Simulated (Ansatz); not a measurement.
`O[SiH2]C[Si](O)(Cl)Cl` + H₂O → `O[Si](O)(Cl)Cl` + `C[SiH2]O`  (formal hydrolysis of the Si–C bond)

Gas-phase electronic energies from Ansatz, PBE0-D4/def2-TZVP geometries. CCSD(T)/CBS adds triple-zeta CCSD(T) − MP2 to the extrapolated MP2 energy (def2 sets, frozen cores). This one scheme is used for every species. Functionals use def2-TZVPP. One conformer a species, not always the lowest.

`O[SiH2]C[Si](O)(Cl)Cl`:

```xyz
13

O    -0.423   -1.856   -1.237
Si    0.039   -1.689    0.329
C     0.930   -0.048    0.571
Si   -0.071    1.418    0.112
O    -0.820    1.073   -1.305
Cl   -1.478    1.828    1.541
Cl    1.046    3.118   -0.121
H    -0.793   -1.060   -1.634
H    -1.115   -1.733    1.268
H     0.958   -2.813    0.626
H     1.237    0.053    1.617
H     1.836   -0.051   -0.044
H    -1.346    1.759   -1.722
```

H₂O:

Cartesian coordinates in Å:
```
O 0.040 0.381 -0.070
H -0.149 -0.314 -0.705
H 0.109 -0.067 0.775
```

`O[Si](O)(Cl)Cl`:

Cartesian coordinates in Å:
```
O -1.349 -0.390 -0.113
Si 0.144 0.240 -0.050
O 1.199 -0.849 -0.609
Cl 0.335 1.884 -1.218
Cl 0.556 0.780 1.877
H -2.057 0.066 0.345
H 1.172 -1.731 -0.233
```

`C[SiH2]O`:

```xyz
9

C     0.592   -0.891    0.481
Si   -0.546    0.229   -0.479
O    -0.653    1.740    0.178
H     0.599   -1.892    0.040
H     0.268   -0.979    1.521
H     1.620   -0.518    0.474
H    -1.933   -0.297   -0.460
H    -0.068    0.307   -1.890
H     0.122    2.301    0.135
```

CCSD(T)/CBS gives -74.6 kJ/mol.

Problem. Another level gave -77.1 kJ/mol. Which?
A. HF/def2-TZVPP
B. CCSD/def2-TZVPP
C. B2PLYP/def2-TZVPP
D. PBE/def2-TZVPP

Solution. D. PBE -77.1, CCSD/def2-TZVPP -81.3, B2PLYP -87.4, HF/def2-TZVPP -107.9 kJ/mol.

Largest T1 diagnostic among the species: 0.010.

In def2-TZVPP, CCSD(T) changes the Hartree–Fock value by +31.3 kJ/mol (the triples alone add +4.7 kJ/mol) and MP2 by +33.3 kJ/mol. The D4 term adds +15.4 kJ/mol with B3LYP and +9.1 kJ/mol with PBE0; it sums over pairs of atoms, weighted by their polarisabilities, and B3LYP, whose exchange is more repulsive, gets the larger term.

B3LYP here is the variant with VWN-RPA as its local correlation; programs differ in this.
